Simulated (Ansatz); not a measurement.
Born–Oppenheimer molecular dynamics of GaH$_{3}$O$_{2}$ (6 atoms, charge 0, multiplicity 1). It starts from a relaxed structure.

Computed with RKS PBE/def2-SVP (Ansatz).

* ensemble: NVT, Nosé–Hoover chain
* time step: 1 fs
* steps asked: 250
* set temperature: 1000 K
* thermostat: time constant 20 fs, chain length 3
* temperature schedule: 62 steps to 1000 K, then 188 steps to 3000 K
* seed: 726720

First frame:

```xyz
6
Properties=species:S:1:pos:R:3
Ga -0.167 -0.103 -0.133
O 0.116 -0.290 1.641
H -0.697 -0.151 2.161
O 1.317 -0.362 -1.109
H 2.082 -0.573 -0.541
H -1.519 0.244 -0.831
```

Q: How far do the bonds stretch over the last three quarters of this one trajectory? (Pairs bonded in most of those frames.)

A: 
```tsv
bond	mean (Å)	spread (Å)	shortest	longest
Ga1–O2	1.823	0.044	1.71	1.92
Ga1–O4	1.822	0.066	1.71	1.93
Ga1–H6	1.591	0.046	1.49	1.69
O2–H3	1.001	0.033	0.94	1.14
O4–H5	0.989	0.029	0.94	1.07
```

Mean temperature of the second half: 2605 K. The conserved energy stayed within 3.8 meV per atom of its start (net change 3 meV per atom), so the integration is sound. The schedule's set-point averaged 2335 K over the second half and the system 2605 K. A run of 0.25 ps of so small a system gives no equilibrium averages.

Run time: 7 min on 1 thread of Arm Neoverse V1 (shared host), peak memory 0.15 GiB.
